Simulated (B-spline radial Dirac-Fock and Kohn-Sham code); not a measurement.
**Two-hole binding energies of Ho³⁺**

System: the Ho³⁺ ion, [Xe] 4f9 6p1 (not the ground configuration).

The run's input, task.json:

```json
{"items": [{
  "Z": 67,
  "q": 3,
  "cfg": [[1, 0, 2], [2, 0, 2], [2, 1, 6], [3, 0, 2], [3, 1, 6], [3, 2, 10], [4, 0, 2], [4, 1, 6], [4, 2, 10], [4, 3, 9], [5, 0, 2], [5, 1, 6], [6, 1, 1]],
  "A": 165,
  "rrms": 5.2022,
  "do": ["binding", "quiet", "double"]
}]}
```

Run with: `python xray_run.py task.json out`

The computed values come from a radial atomic solver: multi-electron Dirac-Fock with separately optimised hole states, Breit and Lamb-shift corrections added in first order. U is the two-hole binding energy less the two single-hole energies, the effective repulsion of the holes after relaxation. Each two-hole energy is an average over J within one jj subconfiguration.

```tsv
holes	E(a) (eV)	E(b) (eV)	E(ab) (eV)	U (eV)
1s⁻¹ 3p1/2⁻¹	55666.5	1980.4	57751.4	104.5
1s⁻¹ 3d3/2⁻¹	55666.5	1445.5	57200.7	88.7
2p1/2⁻²	8970.8	8970.8	18188.1	246.5
2s⁻¹ 3p1/2⁻¹	9453.8	1980.4	11516.0	81.8
2p1/2⁻¹ 3s⁻¹	8970.8	2190.3	11239.7	78.6
2p1/2⁻¹ 3d3/2⁻¹	8970.8	1445.5	?	?
2p1/2⁻¹ 3d5/2⁻¹	8970.8	1407.3	10464.7	86.6
3p1/2⁻²	1980.4	1980.4	4024.1	63.3
3p1/2⁻¹ 3p3/2⁻¹	1980.4	1800.9	3836.8	55.5
3d3/2⁻¹ 3d5/2⁻¹	1445.5	1407.3	2918.6	65.8
4d5/2⁻²	219.7	219.7	464.9	25.6
5p1/2⁻²	72.18	72.18	160.3	15.9
5p1/2⁻¹ 5p3/2⁻¹	72.18	66.11	152.8	14.6
5p3/2⁻²	66.11	66.11	146.8	14.6
```

Question: Give the missing two-hole energy and U.

Answer: E(ab) = 10501.1 eV and U = 84.8 eV.
